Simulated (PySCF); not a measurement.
An unknown shows these calculated signals:

¹H NMR (600 MHz, computed): δ 9.07 (d, 1H), 8.64 (s, 1H), 8.40 (d, 1H), 7.47 (m, 1H), 4.66 (s, 3H), 4.12 (br, 3H).

¹³C{¹H} NMR (computed): δ 158.0 (CH), 156.0 (CH), 155.8 (CH), 137.9 (C), 127.8 (CH).

- PBE0-D3(BJ)/def2-SVP geometry
- NMR shieldings at HF/pcSseg-1/GIAO
- program: PySCF
- no relativistic terms, rapidly exchanging positions averaged, single conformer, gas phase

Referencing at the same level of theory: TMS for ¹H, ¹³C.

**Question.** Which of these does the molecule contain: a Si–H bond, an ester, a heteroaromatic ring, a vinyl group CH=CH2, a Si–CH3 group?

**Answer.** 
- A Si–H bond: yes (δH 4.66 (s)).
- An ester: no.
- A heteroaromatic ring: yes.
- A vinyl group CH=CH2: no.
- A Si–CH3 group: no.

The data belong to `InChI=1S/C5H7NSSi.Al.3H/c8-7-5-2-1-3-6-4-5;;;;/h1-4H,8H3;;;;`; they needn't prove each group on their own.

Carbon signals by region: 5 in the sp2 and nitrile region (100–160 ppm).

Hydrides on Al or Ga are broadened by the quadrupolar metal nucleus. Shifts are as computed. Against solution values, carbons near 30 ppm lie about -0 ppm off and those near 130 ppm about +7 ppm. Of 1309 compounds with measured shifts, 239 miss one by over three times the rms of a fit or turn the order of signals round; such compounds aren't used in these exercises. No couplings were computed; multiplicities are counted from neighbouring protons, with m where these are inequivalent, close in shift, in a saturated or five-membered ring or joined by F or P, and br s for small geminal =CH2 splittings.
